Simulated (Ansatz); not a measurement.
Frontier orbitals of CH3AlCl2 (`[CH3][Al]([Cl])[Cl]`).

Charge 0, multiplicity 1. The geometry is a stationary point of PBE0-D4/def2-TZVP. Basis def2-TZVPP, the Gaussian-basis code of Ansatz.

```tsv
functional	HOMO (eV)	LUMO (eV)
ωB97X-V	-11.25	1.07
```

Give HOMO and LUMO (eV) with LDA (SPW92), PBE, revPBE, BLYP, r2SCAN, B97M-V, PBE0, B3LYP, r2SCANh, r2SCAN0, HSE06 (plane-wave form), BHLYP, CAM-B3LYP, LC-ωPBE, ωB97M-V, HF. (Estimate.)

Computed: 
| functional | HOMO | LUMO |
| --- | --- | --- |
| LDA (SPW92) | -7.69 | -1.92 |
| PBE | -7.55 | -1.65 |
| revPBE | -7.49 | -1.53 |
| BLYP | -7.40 | -1.53 |
| r2SCAN | -7.86 | -1.31 |
| B97M-V | -7.93 | -1.42 |
| PBE0 | -8.87 | -0.87 |
| B3LYP | -8.62 | -1.08 |
| r2SCANh | -8.34 | -1.05 |
| r2SCAN0 | -9.07 | -0.68 |
| HSE06 (plane-wave form) | -8.47 | -1.25 |
| BHLYP | -10.07 | -0.08 |
| CAM-B3LYP | -10.23 | 0.08 |
| LC-ωPBE | -11.64 | 1.19 |
| ωB97M-V | -11.07 | 0.79 |
| HF | -11.98 | 1.97 |

B3LYP here is the variant with VWN-RPA as its local correlation; programs differ in this. LC-ωPBE has ω = 0.4 bohr⁻¹. Positive LUMOs are unbound and depend on the basis.
